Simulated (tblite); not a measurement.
Compound: C12H12Cl (charge -1).
Cartesian coordinates in Å at the GFN2-xTB level; atoms count from 1:
```xyz
25
C12H12Cl angstrom
C      2.9477    0.3989   -0.6714
C      2.8327   -0.8235    0.2294
C      1.7904   -0.6179    1.3374
C      0.4004   -0.4480    0.7811
C     -0.2961   -1.5895    0.3371
C     -1.5471   -1.4617   -0.2099
Cl    -2.3718   -2.9211   -0.7408
C     -2.1771   -0.2312   -0.3545
C     -3.4037    0.2036   -0.8634
C     -3.4494    1.5879   -0.7207
C     -2.2753    2.0465   -0.1288
C     -1.4542    0.9402    0.1139
C     -0.1811    0.7961    0.6692
H      3.6486    0.2187   -1.4862
H      1.9725    0.6353   -1.0900
H      3.2929    1.2612   -0.1026
H      2.5405   -1.6862   -0.3735
H      3.8081   -1.0424    0.6790
H      1.8196   -1.4850    2.0067
H      2.0659    0.2657    1.9210
H      0.1586   -2.5668    0.4351
H     -4.1733   -0.4202   -1.2908
H     -4.2782    2.2145   -1.0264
H     -2.0363    3.0752    0.0979
H      0.3549    1.6738    1.0178
```

Computed values, GFN2-xTB/tblite, gas phase, harmonic and unscaled. Errors from tens to a few hundred cm⁻¹ against measured bands are possible. One conformer, not necessarily the lowest.

Harmonic wavenumbers (cm⁻¹): 36.3, 65.3, 109.7, 137.9, 172.9, 193.2, 224.7, 230.5, 283.9, 336.5, 372.0, 402.2, 447.1, 490.7, 513.9, 561.7, 591.6, 604.4, 666.1, 739.9, 744.5, 764.9, 800.5, 804.3, 828.9, 829.7, 849.6, 883.1, 905.7, 926.8, 989.0, 1068.7, 1073.1, 1081.3, 1097.6, 1113.4, 1155.7, 1195.9, 1204.7, 1215.9, 1258.4, 1300.5, 1324.4, 1338.4, 1350.2, 1355.9, 1408.1, 1409.1, 1430.8, 1475.0, 1487.2, 1494.5, 1502.6, 1508.9, 1512.2, 1551.7, 1599.9, 2914.8, 2920.8, 2947.1, 2974.4, 2997.5, 3002.4, 3014.5, 3017.3, 3042.7, 3043.7, 3051.1, 3072.2.

A = 964.5, B = 528.6, C = 372.7 MHz; mass 191.063 u (most abundant isotopes); point group C1, symmetry number 1.

Task: What is the zero-point energy?

Result: ½Σν̃ = 43510 cm⁻¹ = 124.40 kcal/mol.

Task: Entropy at 350 K, 1 bar (ideal gas, RRHO, classical rotation)?

Result: Translation 42.47, rotation 32.28, vibration 43.00: S = 117.7 cal/(mol K).

Task: And Cp and H(350 K) − H(0)?

Result: Cp = 56.03 cal/(mol K), of which vibrations give 48.08 (their classical limit is 69 R = 137.1); H(350 K) − H(0) = 10.87 kcal/mol without the zero-point energy, 8.09 from vibrations.

Task: Blend soft modes into free rotors: weight 1/[1 + (100 cm⁻¹/ν̃)⁴] for the oscillator and the rest for a rotor with moment μB/(μ + B), μ = h/(8π²ν), B = 10⁻⁴⁴ kg m². What vibrational entropy results?

Result: 39.90 cal/(mol K) in place of 43.00, which changes −T·S at 350 K by +1.08 kcal/mol.

Task: How do the functions run with temperature in this model?

Result: 
```tsv
T (K)	S (cal/(mol K))	Cp (cal/(mol K))	H − H(0) (kcal/mol)	G − H(0) (kcal/mol)	ln q(vib)
50	63.0	13.7	0.52	-2.63	0.68
100	74.7	20.7	1.38	-6.09	2.04
298.15	109.4	48.5	8.16	-24.45	8.29
373.15	121.4	59.3	12.21	-33.11	10.78
500	141.1	75.1	20.77	-49.77	15.05
750	176.0	96.8	42.48	-89.51	23.40
1000	205.8	110.4	68.49	-137.34	31.30
```

q(vib) and H(0) count from the zero-point level.

Hindered rotation and anharmonicity are outside this model. Other conformers, if any are populated, would add a mixing term that is left out. The structure is chiral; the term R ln 2 for an equal mix with its mirror image is left out.
